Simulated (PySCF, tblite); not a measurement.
Computed geometry: GFN2-xTB, gas phase. One conformer each, none proved a minimum here. Atom numbers follow the mapped SMILES.

**Question.** Rank these C–Si bonds from shortest to longest.
A. C3–Si6 in `[SiH3:1][CH2:2][C@H:3]1[CH2:4][SiH2:5][SiH2:6]1` with Si1–C2–C3–C4 174°, C2–C3–C4–Si5 143°, C3–C4–Si5–Si6 -14°, C4–Si5–Si6–C3 11°, C2–C3–Si6–Si5 -137°
B. Si4–C7 in `[CH3:1][CH2:2][O:3][Si:4]([F:5])([F:6])[CH2:7][SiH3:8]` with C1–C2–O3–Si4 180°, C2–O3–Si4–F5 55°, O3–Si4–C7–Si8 180°
C. Si6–C7 in `[CH3:1][O:2][C:3](=[O:4])[P:5]([SiH2:6][CH3:7])[C:8]([F:9])([F:10])[F:11]` with C1–O2–C3–O4 1°, O2–C3–P5–Si6 125°, C3–P5–Si6–C7 76°

**Answer.** B (1.867 Å), C (1.893 Å), A (1.934 Å).

- 1.867 Å: drawn single, fluorine-bound silicon to sp3 carbon bound to silicon
- 1.893 Å: drawn single, SiH2 silicon to Si-methyl carbon
- 1.934 Å: drawn single, sp3 carbon bound to silicon to SiH2 silicon, in a 4-membered ring

**Question.** Order the C–C distances, shortest first.
A. C2–C3 in `[NH:1]=[C:2]1[CH2:3][CH2:4][CH:5]([C:6](=[O:7])[O-:8])[CH2:9][CH2:10]1` (charge -1) with C4–C5–C6–O7 0°, N1–C2–C3–C4 126°, C2–C3–C4–C5 54°, C3–C4–C5–C6 65°, C4–C5–C9–C10 59°
B. C3–C4 in `[SiH3:1][CH2:2][C@H:3]1[CH2:4][SiH2:5][SiH2:6]1` with Si1–C2–C3–C4 174°, C2–C3–C4–Si5 143°, C3–C4–Si5–Si6 -14°, C4–Si5–Si6–C3 11°, C2–C3–Si6–Si5 -137°
C. C7–C8 in `[CH2:1]=[CH:2][c:3]1[cH:4][cH:5][p:6][cH:7][cH:8]1` with C1–C2–C3–C4 0°
D. C1–C2 in `[CH3:1][CH2:2][O:3][Si:4]([F:5])([F:6])[CH2:7][SiH3:8]` with C1–C2–O3–Si4 180°, C2–O3–Si4–F5 55°, O3–Si4–C7–Si8 180°

**Answer.** C (1.375 Å), A (1.493 Å), D (1.518 Å), B (1.552 Å).

- 1.375 Å: aromatic, both ends aromatic CH carbon, in a 6-membered ring
- 1.493 Å: drawn single, imine carbon to ring CH2 carbon, in a 6-membered ring
- 1.518 Å: drawn single, methyl carbon to sp3 carbon bound to oxygen
- 1.552 Å: drawn single, both ends sp3 carbon bound to silicon, in a 4-membered ring

**Question.** Order these C–C–C angles, narrowest first.
A. C3–C8–C7 in `[CH2:1]=[CH:2][c:3]1[cH:4][cH:5][p:6][cH:7][cH:8]1` with C1–C2–C3–C4 0°
B. C3–C4–C5 in `[NH:1]=[C:2]1[CH2:3][CH2:4][CH:5]([C:6](=[O:7])[O-:8])[CH2:9][CH2:10]1` (charge -1) with C4–C5–C6–O7 0°, N1–C2–C3–C4 126°, C2–C3–C4–C5 54°, C3–C4–C5–C6 65°, C4–C5–C9–C10 59°
C. C2–C3–C4 in `[SiH3:1][CH2:2][C@H:3]1[CH2:4][SiH2:5][SiH2:6]1` with Si1–C2–C3–C4 174°, C2–C3–C4–Si5 143°, C3–C4–Si5–Si6 -14°, C4–Si5–Si6–C3 11°, C2–C3–Si6–Si5 -137°

**Answer.** B (110.3°), C (113.1°), A (124.7°).
